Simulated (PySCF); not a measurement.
AlCl4, SMILES [Cl][Al-]([Cl])([Cl])[Cl], charge -1.

Geometry optimised at B3LYP-D3(BJ)/def2-SVPD.

Computed with CAM-B3LYP/def2-SVPD run with PySCF.

Symmetry labels are those of the subgroup D2 that the program uses (full group Td).

Computed valence orbital energies around the gap with their symmetry:
```json
[
 {"orbital": "HOMO−7", "symmetry": "A", "energy (eV)": "-6.73"},
 {"orbital": "HOMO−6", "symmetry": "A", "energy (eV)": "-6.73"},
 {"orbital": "HOMO−5", "symmetry": "B1", "energy (eV)": "-6.48"},
 {"orbital": "HOMO−4", "symmetry": "B2", "energy (eV)": "-6.48"},
 {"orbital": "HOMO−3", "symmetry": "B3", "energy (eV)": "-6.48"},
 {"orbital": "HOMO−2", "symmetry": "B1", "energy (eV)": "-5.92"},
 {"orbital": "HOMO−1", "symmetry": "B2", "energy (eV)": "-5.92"},
 {"orbital": "HOMO", "symmetry": "B3", "energy (eV)": "-5.92"},
 {"orbital": "LUMO", "symmetry": "A", "energy (eV)": "3.70"},
 {"orbital": "LUMO+1", "symmetry": "B1", "energy (eV)": "5.05"},
 {"orbital": "LUMO+2", "symmetry": "B2", "energy (eV)": "5.05"},
 {"orbital": "LUMO+3", "symmetry": "B3", "energy (eV)": "5.05"}
]
```
